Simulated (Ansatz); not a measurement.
Harmonic frequencies (cm⁻¹) at PBE0-D4/def2-TZVP from Ansatz: 80, 100, 130, 176, 232, 253, 269, 313, 387, 543, 699, 758, 1022, 1092, 1117, 1155, 1241, 1303, 1441, 1463, 1466, 1468, 1499, 1517, 1565, 2946, 2953, 2972, 2984, 3093, 3095, 3574, 3666.

Each molecule was computed in one conformer, which needn't be the lowest.

Task: Which molecule is it?
A. `C[N](C)[Zn][O][SiH3]`
B. `C[N](C)[Zn][NH2]`
C. `[NH2][Zn][N]([SiH3])[SiH3]`
D. `[CH3][Zn][N](C)C`

Result: B.
